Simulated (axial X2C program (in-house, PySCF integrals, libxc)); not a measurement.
The numbers below are computed, except where a source is named.
OsH: input and output

Program: an axial X2C code built on PySCF integrals.

The run was started with this input:
```json
{
 "zs": [
  76,
  1
 ],
 "q": 0,
 "bas": [
  "dyall-cv3z",
  "dyall-v3z"
 ],
 "levels": [
  "PBE0",
  "HF",
  "M06"
 ],
 "cc": true,
 "r0": 1.61,
 "thr": -2.0,
 "nmax": 90,
 "npts": 10,
 "nst": 2,
 "ntry": 6
}
```
```bash
python so2c.py task.json out
```

Keys: zs atomic numbers; q charge; bas basis sets; levels methods; cc coupled cluster on or off; r0 starting distance in Å; thr threshold in hartree for freezing inner shells (an s shell follows its p shell); nmax most natural virtual spinors; npts points on the curve; nst determinants followed; ntry starts of the search. HF also brings MP2.

Output of the HF step, without spin–orbit coupling, at R = 1.579 Å for the state M_S = 3/2, Λ = 0. It starts from PBE0 orbitals of this distance.

```
spin-free X2C-1e  HF
basis functions 195  fitting functions 976  grid points 5074
iter        total energy     max residual
   1     -17250.730194939     1.07e+00
   2     -17250.767461464     1.87e-02
   3     -17250.768959143     1.02e-01
   4     -17250.770307565     1.66e-02
   5     -17250.770419131     2.79e-03
   6     -17250.770461350     5.86e-03
   7     -17250.770472978     1.51e-03
   8     -17250.770478746     9.96e-04
   9     -17250.770479795     6.32e-04
  10     -17250.770480035     8.44e-05
  11     -17250.770480068     6.41e-05
  12     -17250.770480071     1.93e-05
  13     -17250.770480071     1.25e-06
converged
one-electron -23724.04576816  Coulomb 6787.76166450  exact exchange -339.95659048  xc functional 0.00000000  nuclear repulsion 25.47021408
correlated 9  virtual 229  natural virtual 90  E(MP2) -0.227479761  MP2 remainder -0.007815149
iter   CCSD correlation   residual
   1     -0.218706352   9.61e-02
   2     -0.223862625   4.41e-02
   3     -0.225758901   2.11e-02
   4     -0.225991295   7.34e-03
   5     -0.226105376   2.72e-03
   6     -0.226128493   9.97e-04
   7     -0.226129952   3.54e-04
   8     -0.226132564   1.35e-04
   9     -0.226131208   4.53e-05
  10     -0.226131421   1.51e-05
  11     -0.226131318   4.13e-06
  12     -0.226131390   1.48e-06
  13     -0.226131394   6.27e-07
(T) -0.010941058  T1 0.0374  D1 0.0902  max T2 0.053
```
Energies are in hartree; totals compare only within one Hamiltonian and basis. T1 in the output is the amplitude norm over the root of the electron number; divide by √2 for the Lee–Taylor value.
